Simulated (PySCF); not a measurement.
Vertical excitations of a molecule C₃H₁₄Si₃ from TDA-ωB97X/def2-SVPD in PySCF, as energy in eV (oscillator strength): 7.37 (0.027), 7.55 (0.019), 7.87 (0.021), 7.99 (0.022), 8.26 (0.330), 8.30 (0.270). Lowest triplet (TDA): 6.49 eV. The structure is a stationary point at PBE0-D3(BJ)/def2-SVP. One conformer was computed; it need not be the lowest.

Question: Which molecule gave these data?
(A) C[C@H](C[SiH3])[SiH2][SiH3]
(B) C[SiH](C)[SiH2]C[SiH3]
(C) CC[SiH2][SiH2][SiH2]C
(D) [SiH3]CCC[SiH2][SiH3]

Answer: A, C[C@H](C[SiH3])[SiH2][SiH3]
